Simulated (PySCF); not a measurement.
## How methods differ on the ionisation energy of Sr⁺

Sr⁺ [Kr] 5s1 (2S) → Sr²⁺ [Kr] (1S), as a difference of total energies. Computed with PySCF 2.14 in def2-SVP with the def2 core potential (28 electrons), with a scalar-relativistic core potential. The calculations carry no spin-orbit coupling.

```json
{"method": "UHF", "ionisation energy (eV)": "10.438"}
{"method": "M06-2X", "ionisation energy (eV)": "10.996"}
{"method": "LDA", "ionisation energy (eV)": "11.310"}
```

Which method comes closest to the reference value, and which is furthest?

The reference is 11.030 eV (measured; NIST Atomic Spectra Database, ionization energies). Closest: M06-2X (error -0.034 eV); furthest: UHF (error -0.592 eV).
